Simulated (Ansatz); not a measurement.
Se₆⁺. The state is a doublet with charge 1. Geometry PBE0-D4/def2-SVP; atoms count from 1.

```xyz
6

Se   -1.155    1.220    1.083
Se    0.186   -1.701   -0.366
Se    1.453    0.290    0.223
Se   -0.950   -0.703   -2.050
Se   -2.218    1.027   -0.835
Se    2.683   -0.133    1.945
```

Another isomer (doublet) lies 0.78 eV lower at PBE0-D4/def2-SVP; other spin states weren't run for this one.

Q: Estimate the Mulliken populations from the PBE0/def2-SVP orbitals of Ansatz.

A: 
```csv
atom,charge (e),spin (α − β)
Se1,0.11,0.31
Se2,0.15,-0.05
Se3,0.25,-0.03
Se4,0.11,0.03
Se5,0.25,0.45
Se6,0.14,0.29
```
Mulliken values depend strongly on the basis.

Q: Where does the spin sit?

A: Summed by element: Se 1.00, of 1 unpaired in all. Largest on single atoms: Se5 0.45, Se1 0.31, Se6 0.29.

Q: And the Mayer bond orders between heavy atoms (over 0.3)?

A: Se1–Se3 0.36 (2.90 Å); Se1–Se5 1.58 (2.20 Å); Se2–Se3 0.87 (2.43 Å); Se2–Se4 1.23 (2.26 Å); Se3–Se6 1.69 (2.16 Å); Se4–Se5 0.85 (2.46 Å).
